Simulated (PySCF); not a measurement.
B3LYP has the VWN-RPA correlation part, as in Gaussian. 

```xyz
9

N      1.4387    -0.0345     0.0010
C      0.0836    -0.2786     0.4503
C     -0.9425     0.7874     0.3420
C     -1.1120    -0.2217    -0.4555
H      1.9225    -0.9043    -0.1925
H      1.4414     0.5194    -0.8482
H      0.0816    -0.9442     1.3117
H     -1.2519     1.7688     0.6617
H     -1.6690    -0.6672    -1.2628
```

Charge 0, multiplicity 1.

Q: Give the Mulliken and meta-Löwdin atomic charges from PySCF with B3LYP-D3(BJ)/def2-TZVP.

A: 
```
atom  Mulliken (e)  meta-Löwdin (e)
----  ------------  ---------------
N1           -0.48            -0.52
C2           -0.02             0.02
C3           -0.13            -0.14
C4           -0.14            -0.16
H5            0.20             0.22
H6            0.19             0.21
H7            0.09             0.09
H8            0.14             0.13
H9            0.14             0.13
```
